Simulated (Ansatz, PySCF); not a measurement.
Gas-phase reaction R1 + R2 → P1 + P2, each structure at its B3LYP-D3(BJ)/def2-TZVP stationary point, reached from a drawn start (curvature not checked).
R1: MoO3 (SMILES [O]=[Mo](=[O])=[O]), charge 0, multiplicity 1.
R2: H2S (SMILES S), charge 0, multiplicity 1.
P1, MoO2S (SMILES [O]=[Mo](=[O])=[S]) (charge 0, multiplicity 1):
| atom | x (Å) | y (Å) | z (Å) |
|---|---|---|---|
| O | -0.6141 | 1.5443 | 0.0441 |
| Mo | 0.0212 | 0.0536 | -0.4645 |
| O | -1.1555 | -1.1590 | -0.2928 |
| S | 1.7483 | -0.4390 | 0.7132 |
P2: H2O (SMILES O), charge 0, multiplicity 1.

P less R. No zero-point or thermal terms; no spin–orbit coupling.

Cores are frozen in the correlated methods. CBS(a, b) extrapolates the correlation energy as X⁻³ and adds the Hartree–Fock energy of set b.

Codes used: Ansatz (Gaussian basis) for Hartree–Fock, density functionals and correlated methods; PySCF for the D3/D4 terms. All values are computed, each at the level named. Elements past Kr take the def2 small-core potentials, without spin–orbit coupling.

Give the reaction energy at the level CCSD(T)/CBS(def2-TZVPP, def2-QZVPP).

-0.43 eV

Estimate the reaction energy that BLYP-D3(BJ)/def2-TZVPP returns for this input.

-0.24 eV

What is the computed reaction energy (r2SCAN-D3(BJ)/def2-TZVPP)?

-0.27 eV

Ansatz is a program for electronic structure.
